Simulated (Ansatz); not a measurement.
[Tb(H2O)6]3+ (TbO₆H₁₂³⁺). Total charge 3; septet. Geometry r2SCAN-D4/def2-SVP; atoms count from 1.

```
atom    x (Å)    y (Å)    z (Å)
 Tb1   0.0005   0.0003   0.0004
  O2  -0.3325  -0.9548  -2.0940
  H3  -1.1215  -0.8854  -2.6700
  H4   0.2841  -1.5195  -2.6039
  O5   0.3311   0.9509   2.0973
  H6  -0.2869   1.5128   2.6087
  H7   1.1200   0.8817   2.6736
  O8  -0.8984  -1.8956   1.0038
  H9  -1.2405  -2.7033   0.5684
 H10  -1.0218  -2.0712   1.9594
 O11   0.8980   1.8974  -1.0026
 H12   1.0198   2.0743  -1.9581
 H13   1.2413   2.7045  -0.5668
 O14  -2.1181   0.9550  -0.0987
 H15  -2.3681   1.8311  -0.4582
 H16  -2.9663   0.5748   0.2097
 O17   2.1200  -0.9532   0.0937
 H18   2.9674  -0.5705  -0.2138
 H19   2.3718  -1.8295   0.4512
```

In the def2 sets Tb takes a core potential; there is no spin–orbit coupling. With an open 4f shell the SCF may have ended on a state above the lowest.

Problem. Estimate the Mulliken populations from the PBE0/def2-TZVP orbitals of Ansatz.

Solution. 
```
atom  charge (e)  spin (α − β)  d electrons
 Tb1        1.96          6.01        10.63
  O2       -0.69          0.00            –
  H3        0.43          0.00            –
  H4        0.43          0.00            –
  O5       -0.69          0.00            –
  H6        0.43          0.00            –
  H7        0.43          0.00            –
  O8       -0.69          0.00            –
  H9        0.43          0.00            –
 H10        0.43          0.00            –
 O11       -0.69          0.00            –
 H12        0.43          0.00            –
 H13        0.43          0.00            –
 O14       -0.69          0.00            –
 H15        0.43          0.00            –
 H16        0.43          0.00            –
 O17       -0.69          0.00            –
 H18        0.43          0.00            –
 H19        0.43          0.00            –
```
Mulliken values depend strongly on the basis.

Problem. Where does the spin sit?

Solution. Summed by element: Tb 6.01, O -0.01, H 0.00, of 6 unpaired in all. Largest on single atoms: Tb1 6.01, O8 0.00, O2 0.00.

Problem. And the Mayer bond orders between heavy atoms (over 0.3)?

Solution. Tb1–O2 0.35 (2.33 Å); Tb1–O5 0.35 (2.33 Å); Tb1–O8 0.35 (2.33 Å); Tb1–O11 0.35 (2.33 Å); Tb1–O14 0.35 (2.33 Å); Tb1–O17 0.35 (2.33 Å).
